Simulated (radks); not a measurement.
Values are calculated unless marked as measured or tabulated.
Removal energies from the chromium ion Cr10+, [Ne] 3s2 3p2, by Delta-SCF beside the eigenvalue of the level emptied. Level of theory: scalar-relativistic Kohn-Sham, PBE, spin-polarised, spherical densities, finite nucleus; Fermi nuclear charge, rms radius of each element as measured or else 0.836 A^(1/3) + 0.57 fm (a radial shooting solver on a logarithmic mesh with Libxc functionals). Open shells are filled with parallel spins first.

\begin{tabular}{lrrr}
removed from & final configuration & Delta-SCF (eV) & -eigenvalue (eV) \\ \hline
3p & [Ne] 3s2 3p1 & 270.00 & 256.41 \\
3s & [Ne] 3s1 3p2 & 293.42 & 280.96 \\
2p & [He] 2s2 2p5 3s2 3p2 & 851.23 & 813.04 \\
2s & [He] 2s1 2p6 3s2 3p2 & 951.85 & 918.25 \\
\end{tabular}
